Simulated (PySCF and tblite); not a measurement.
Values are calculated unless marked as measured or tabulated.
2‐bromophenol, C6H5BrO, numbered as in [OH:1][c:2]1[cH:3][cH:4][cH:5][cH:6][c:7]1[Br:8].

The ensemble was built from 60 distance-geometry starts (ETKDG and KDG, MMFF94s, GFN2-xTB) and rests on GFN2-xTB geometries. Energies: B3LYP-D3(BJ)/def2-SVP (IEF-PCM, chloroform), with GFN2-xTB thermal terms (modes under about 100 cm⁻¹ blended into free rotors). Symmetry numbers and mirror images are counted. Conformers within 3 kcal/mol (GFN2-xTB free energy) were kept, 10 at most. GIAO shieldings: mPW1PW91/pcSseg-1 (IEF-PCM, chloroform). Shifts are against TMS (¹H), TMS (¹³C) at the same level. Programs: PySCF with density fitting and tblite.

Torsions listed: H1–O1–C2–C3.

```json
{"conformer": "1", "shape": "180°", "symmetry": "Cs", "E(GFN2) kcal/mol": "0.00", "E(DFT) kcal/mol": "0.00"}
{"conformer": "2", "shape": "0°", "symmetry": "Cs", "E(GFN2) kcal/mol": "1.99", "E(DFT) kcal/mol": "1.70"}
```

How much do the weights at 298.15 K and the averaged shift of H3 depend on how the conformers are weighted?


```tsv
weighting	1 (%)	2 (%)	δ (ppm)	rms dipole (D)
DFT energy with thermal terms, symmetry and mirror images (full scheme)	94	6	7.42	1.14
DFT energy with symmetry and mirror images	95	5	7.42	1.13
bare DFT energy	95	5	7.42	1.13
GFN2-xTB energy with symmetry and mirror images	97	3	7.43	1.03
GFN2-xTB free energy	96	4	7.43	1.04
leading conformer alone	100	0	7.43	0.84
equal weights	50	50	7.31	2.48
full scheme, search stopped after three starts	100	0	7.43	0.84
```

The largest departure from the full scheme, 0.11 ppm, comes with: equal weights.

Spin–orbit effects of the heavy atoms on shieldings are missing.
